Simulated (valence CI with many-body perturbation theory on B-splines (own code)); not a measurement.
Ladder of approximations for Cr XVIII

Computed by valence CI with perturbative core correlation (CI+MBPT): five valence electrons over a frozen Dirac-Fock core [He], radial functions for each j: 9 s, 9 p, 8 d, 6 f, 3 g, 1 h, with the one-electron correlation potential Σ1 (screened to all orders), the two-electron term Σ2, the three-electron term Σ3, Breit, model QED; selected single and double excitations, second order for the rest (own B-spline code, finite nucleus).

No measured spectrum was set against this ion. As an estimate, levels of excited configurations hold to 0.05 to 0.15 % of their energy, terms of the ground configuration to about 0.5 %. Among the levels kept, up to 2000 cm⁻¹ of a level comes from second order outside the variational space, and about a tenth of that is noise between levels of different J, which matters for small intervals.

Each rung adds one term. CI alone is the Dirac-Coulomb CI over the frozen core; QED comes last and gives the full result, which names the levels. Energies are above 2s²2p³ ⁴S°_3/2 on the same rung, in eV.

```csv
Level,CI alone,Σ1,Σ2,Σ3,Breit,QED,Full
2s²2p³ ²D°_3/2,15.54,+0.002,+0.053,-0.044,+0.127,-0.003,15.67
2s²2p³ ²D°_5/2,19.01,+0.008,+0.048,-0.044,-0.289,+0.009,18.74
2s²2p³ ²P°_1/2,28.05,+0.005,+0.107,-0.060,+0.003,0.000,28.11
2s²2p³ ²P°_3/2,33.07,+0.016,+0.091,-0.056,-0.282,+0.020,32.86
2s2p⁴ ⁴P_5/2,83.31,-0.153,-0.079,-0.048,+0.048,-0.306,82.77
2s2p⁴ ⁴P_3/2,89.13,-0.145,-0.076,-0.048,+0.028,-0.291,88.60
2s2p⁴ ⁴P_1/2,91.35,-0.143,-0.070,-0.051,-0.009,-0.288,90.79
2s2p⁴ ²D_3/2,115.13,-0.146,-0.131,-0.116,+0.053,-0.301,114.48
2s2p⁴ ²D_5/2,116.34,-0.143,-0.124,-0.113,-0.138,-0.295,115.53
2s2p⁴ ²S_1/2,132.25,-0.144,-0.122,-0.149,+0.250,-0.303,131.78
2s2p⁴ ²P_3/2,137.90,-0.147,-0.342,-0.197,-0.003,-0.306,136.91
2s2p⁴ ²P_1/2,146.25,-0.134,-0.287,-0.188,-0.148,-0.283,145.21
2p⁵ ²P°_3/2,216.93,-0.295,-0.434,-0.208,+0.268,-0.601,215.66
2p⁵ ²P°_1/2,226.46,-0.282,-0.425,-0.207,-0.022,-0.579,224.94
2s²2p²3s ⁴P_1/2,732.35,+0.232,+0.062,-0.104,-0.135,+0.075,732.48
2s²2p²3s ⁴P_3/2,737.80,+0.243,+0.058,-0.101,-0.365,+0.092,737.73
2s²2p²3s ²P_1/2,741.35,+0.242,+0.024,-0.102,-0.334,+0.092,741.27
2s²2p²3s ⁴P_5/2,742.18,+0.247,+0.067,-0.106,-0.679,+0.098,741.80
2s²2p²3s ²P_3/2,745.97,+0.245,+0.038,-0.109,-0.614,+0.096,745.63
```

The middle columns are the shifts that each term adds.

Task: How does the ionisation energy move along the ladder, and which term matters most?

Result: CI alone 1294.0, + Σ1 1294.2, + Σ2 1294.3, + Σ3 1294.2, + Breit 1294.0, + QED 1294.0 eV. The largest step is Σ1, 0.3 eV. NIST lists 1294.8 ± 1.6 eV (semi-empirical).
